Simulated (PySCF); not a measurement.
Hf(Cl)3(SH) (Cl3HHfS), SMILES [SH][Hf]([Cl])([Cl])[Cl], multiplicity 1. Atoms are numbered in the order given.

```xyz
6

Hf    -0.0405    -0.0029     0.0000
Cl    -0.4505     1.3023    -1.9067
Cl    -0.4505     1.3023     1.9067
Cl    -1.2499    -2.0050     0.0000
S      2.2976    -0.6630     0.0000
H      2.7189     0.6285     0.0000
```

Geometry: B3LYP-D3(BJ)/def2-SVP. The multiplicity is an assumed one; other spin states were not compared. The def2 effective core potentials stand for the cores of Hf; spin–orbit coupling is left out. One conformer was computed; it need not be the lowest.

The numbers are results of TDDFT-B3LYP/def2-SVPD (PySCF), not measurements.

Vertical excitations.  State labels are in the subgroup Cs.

Computed UV-visible absorptions:
```
state  symmetry  energy (eV)  λ (nm)      f                            main pairs
-----  --------  -----------  ------  -----  ------------------------------------
S1           A"         4.14     299  0.002                        HOMO→LUMO 99 %
S2           A'         4.75     261  0.032                      HOMO→LUMO+1 89 %
S3           A"         5.12     242  0.001                      HOMO→LUMO+2 97 %
S4           A"         5.25     236  0.005                      HOMO→LUMO+3 96 %
S5           A'         5.26     236  0.004                      HOMO−1→LUMO 90 %
S6           A'         5.53     224  0.037                      HOMO→LUMO+4 80 %
S7           A"         5.53     224  0.002                    HOMO−1→LUMO+1 97 %
S8           A"         5.59     222  0.009                      HOMO−2→LUMO 89 %
S9           A'         5.81     213  0.006  HOMO−3→LUMO 55 %, HOMO−2→LUMO+1 43 %
S10          A"         5.86     212  0.005                      HOMO−4→LUMO 89 %
T1           A"         4.01     309      0                        HOMO→LUMO 98 %
T2           A'         4.21     295      0                      HOMO→LUMO+1 91 %
T3           A'         4.87     255      0                      HOMO−1→LUMO 96 %
T4           A"         5.00     248      0    HOMO→LUMO+2 48 %, HOMO→LUMO+3 44 %
```
Triplets are in the Tamm–Dancoff approximation, which puts them higher than full response would, so one can lie above its singlet here.
